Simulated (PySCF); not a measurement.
Species: 1,3-thiazol-2-ylsilane, C$_{3}$H$_{5}$NSSi, charge 0, multiplicity 1. 
Structure (B3LYP-D3(BJ)/def2-TZVP (Ansatz) minimum search):
```xyz
11

Si     2.2045     0.2241     0.0526
C      0.3326     0.2107     0.0713
N     -0.3969     1.2311     0.4463
C     -1.7327     0.9607     0.3661
C     -2.0526    -0.2900    -0.0782
S     -0.6224    -1.1685    -0.4110
H      2.7185     0.4670     1.4174
H      2.6899     1.2827    -0.8583
H      2.6598    -1.1001    -0.4278
H     -2.4477     1.7200     0.6473
H     -3.0307    -0.7183    -0.2194
```
Charge 0, spin multiplicity 1.

Dispersion corrections to the total energy (kcal/mol) from the dftd3 and dftd4 libraries through PySCF: D3(BJ) without and D4 with the three-body term, each with the damping fitted for the functional named.

```csv
functional,D3(BJ),D4
B2PLYP,-6.44,?
PW6B95,?,-6.66
BP86,-12.54,-10.43
CAM-B3LYP,?,-6.61
HF,-59.36,-27.53
HSE06,-5.23,-6.06
BHLYP,-10.83,-9.62
```

Complete the blanks.


- B2PLYP, D4: -5.36
- PW6B95, D3(BJ): -4.14
- CAM-B3LYP, D3(BJ): -6.20
